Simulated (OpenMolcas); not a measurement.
Pr2+ in a point-charge field

Pr2+ among 3 point charges of -2 e arranged as a planar triangle (D3h), 2.95 Å from the ion.
```
   2.9500    0.0000    0.0000  -2.00
  -1.4750    2.5548    0.0000  -2.00
  -1.4750   -2.5548    0.0000  -2.00
```

```yaml
Program: OpenMolcas
Method: CASSCF
Basis: ANO-RCC-VTZP [8s7p5d3f2g1h]
Scalar_Hamiltonian: DKH2, point nucleus
Active_space: 3 electrons in 7 orbitals (4f)
State_averaging: 2S+1 = 4 odd, 35 roots; 2S+1 = 2 odd, 96 roots kept (CI in the orbitals of an earlier block)
Spin-orbit_coupling: state interaction with AMFI integrals over the reference wave functions
```

The lowest spin-free states (labels of D3, the rotations of D3h), above the lowest:

```csv
State,Degeneracy,E (cm-1),Free-ion L (%)
4A1,1,0.0,I (100)
4E,2,55.6,I (100)
4E,2,208.9,I (100)
4A1,1,387.5,I (100)
4A2,1,495.8,I (100)
4E,2,711.7,I (100)
4E,2,976.1,I (100)
4A2,1,1255,I (100)
4A1,1,1256,I (100)
4A2,1,11922,F (97)
4A1,1,11933,F (97)
2A2,1,12525,H (99)
2E,2,12531,H (99)
2E,2,12570,H (99)
2A1,1,12621,H (99)
4E,2,12723,F (98)
4A1,1,12730,S (99)
2A2,1,12765,H (99)
2E,2,12788,H (99)
2E,2,12803,H (100)
```

The lowest levels with spin-orbit coupling:

```
E (cm-1)  Degeneracy  Label  2S+1     J    |mJ| (%)                g
     0.0           2   E1/2     4  4.48   1/2 (100)   0.84 3.54 3.54
   142.9           2   E3/2     4  4.48   3/2 (100)   0.00 0.00 2.47
   399.4           2   E1/2     4  4.47    5/2 (99)   0.61 0.61 3.88
   735.7           2   E1/2     4  4.45    7/2 (99)   0.62 0.62 5.27
    1087           2   E3/2     4  4.42   9/2 (100)   0.00 0.00 6.66
    1513           2   E1/2     4  5.48   1/2 (100)   0.92 5.61 5.61
    1607           2   E3/2     4  5.47   3/2 (100)   0.00 0.00 2.76
    1778           2   E1/2     4  5.46    5/2 (99)   1.10 1.10 4.52
    2011           2   E1/2     4  5.44    7/2 (99)   1.13 1.13 6.47
    2272           2   E3/2     4  5.42   9/2 (100)   0.00 0.00 8.59
    2543           2   E1/2     4  5.41  11/2 (100)  0.00 0.00 10.65
    3099           2   E1/2     4  6.48   1/2 (100)   1.02 7.60 7.60
    3173           2   E3/2     4  6.47   3/2 (100)   0.00 0.00 3.07
    3309           2   E1/2     4  6.46    5/2 (98)   2.04 2.04 4.94
    3503           2   E1/2     4  6.44    7/2 (98)   2.06 2.06 7.13
    3714           2   E3/2     4  6.43   9/2 (100)   0.00 0.00 9.63
    3945           2   E1/2     4  6.41  11/2 (100)  0.00 0.00 11.94
    4178           2   E1/2     4  6.40  13/2 (100)  0.00 0.00 14.31
    4746           2   E1/2     4  7.47   1/2 (100)   1.09 9.52 9.52
    4814           2   E3/2     4  7.47    3/2 (99)   0.00 0.00 3.24
```

Powder χT (cm3 K/mol): 0.82 at 2 K, 0.881 at 10 K, 1.17 at 50 K, 1.36 at 100 K, 1.52 at 200 K, 1.6 at 300 K. The effective moment at 300 K is 2.828 √(χT) = 3.58 μB.

Hund's rules give f3 the level 4I9/2 with g = 0.727, so an isolated free-ion multiplet has χT = g² J(J+1) / 8 = 1.636 cm3 K/mol. The computed 1.599 at 300 K differs by -2 %, through the field's splitting, the mixing of terms and any other multiplet in reach.

Stevens parameters of the J = 9/2 multiplet, which is 1087 cm-1 wide (cm-1, z along the main axis): B20 = 1.804e+01, B40 = -2.476e-02, B60 = 7.046e-05, B66 = -7.805e-03.

High states are left out of the spin-orbit mixing, which shifts the levels that they would mix with. This is an electrostatic model: the charges have no orbitals. The first state left out of the spin-orbit step lies near 52000 cm-1 above the lowest spin-free state of the reference (among the parities and spins computed), and the lists stop at four fifths of that energy or lower. No measured value stands beside these numbers.
